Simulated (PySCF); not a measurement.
# A search over the determinants of SiBr

Unrestricted PBE0; basis Si cc-pV(T+d)Z, Br cc-pVTZ-PP with ECP10; scalar-relativistic core potentials; PySCF 2.14. Outer shells of the fragments: Si 3s2 3p2; Br 3d10 4s2 4p5.

Followed along the bond (rough minima from three points):

| 2Ms+1 | unpaired | ⟨S²⟩ at the start | R at minimum (Å) | Te (eV) |
| --- | --- | --- | --- | --- |
| 2 | π ↑ | 0.76 | 2.24 | 0.00 |
| 4 | σ ↑, π ↑↑ | 3.75 | 2.24 | 2.76 |

Solutions found at the starting distance of 2.230 Å, counted from the lowest of them; the search is not exhaustive and high or unbound solutions are not listed, so other states can lie among these:

```csv
2Ms+1,unpaired,term,E (eV),⟨S²⟩,⟨Lz²⟩,μ (D)
2,π ↑,²Π,0.00,0.76,1.01,-0.73
4,"σ ↑, π ↑↑",⁴Σ⁻,2.76,3.75,0.00,-0.42
2,σ ↑,²Σ⁺,3.03,0.75,0.00,-0.47
2,"σ ↑, π ↑↓",mixed,3.65,1.76,2.03,0.11
2,"σ ↓, π ↑↑",mixed,3.87,1.77,0.00,0.51
4,π ↑↑↑,⁴Π,4.44,3.77,1.01,3.68
4,"σ ↑↑, π ↑",⁴Π,5.62,3.76,1.01,-0.10
4,"σ ↑, π ↑↑",mixed,6.92,3.76,2.02,3.48
4,"σ ↑, π ↑↑",mixed,7.15,3.76,2.02,3.45
```

A term symbol is given only where ⟨S²⟩ and ⟨Lz²⟩ are close to those of a pure state; real π, δ and φ orbitals otherwise mix terms. A positive dipole means Si(−)Br(+).

Spin–orbit coupling is left out. Counting both spins, an empty level lies below a filled one in some of these solutions, because spin and occupation are held.
